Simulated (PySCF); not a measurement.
## H2Te: fields on a plane

All numbers come from PBE0/[Te x2c-TZVPall, H x2c-TZVPall], spin-free X2C, density fitting, no spin–orbit coupling, PySCF.

The singlet minimum has Te–H 1.657 Å (×2); H–Te–H 90.1°.

The plane holds Te1 at (0.00, 0.00), H2 at (1.66, 0.00), H3 at (0.00, 1.66) Å. Columns run from x = -1.95 to 4.05 Å, rows from y = 4.05 (top) to -1.95 Å, in steps of 0.3 Å. Other isomers or separated fragments may lie lower.

**Question.** Give the electrostatic potential (V) (cut at 20 V). Lower edges of the bins (V): '0' 0.04, '1' 0.16, '2' 0.34, '3' 0.64, '4' 1.11, '5' 1.85, '6' 3.03, '7' 4.90, '8' 7.86, '9' 12.56; top 20.0.

**Answer.** 
```
000000000000000000000
001111111100000000000
011111111110000000000
111122222111000000000
111223333221100000000
112234554321110000000
122346776432111000000
223457997532111100000
233468998643211110000
334568998654322111000
345679999765433221100
456899999976654321110
457899999998876432110
457999999999997532110
457999999999997532110
356899999998876432110
345799999976654322110
234678998865443221110
123456777654332211110
112345555543322111100
011233444433221111000
```

**Question.** Give the electron density (e/Å³) (cut at 5 e/Å³). Lower edges of the bins (e/Å³): '0' 0.000, '1' 0.030, '2' 0.076, '3' 0.151, '4' 0.268, '5' 0.455, '6' 0.750, '7' 1.218, '8' 1.960, '9' 3.136; top 5.00.

**Answer.** 
```
000000000000000000000
000000000000000000000
000000000000000000000
000000000000000000000
000000000000000000000
000001111000000000000
000012332100000000000
000124554210000000000
000135775310000000000
001235665321000000000
001245665432110000000
002346776543321000000
012469999655542100000
013579999766753100000
013579999766753100000
013469999655542100000
012356776443321000000
001234554322110000000
000123332211000000000
000011111000000000000
000000000000000000000
```
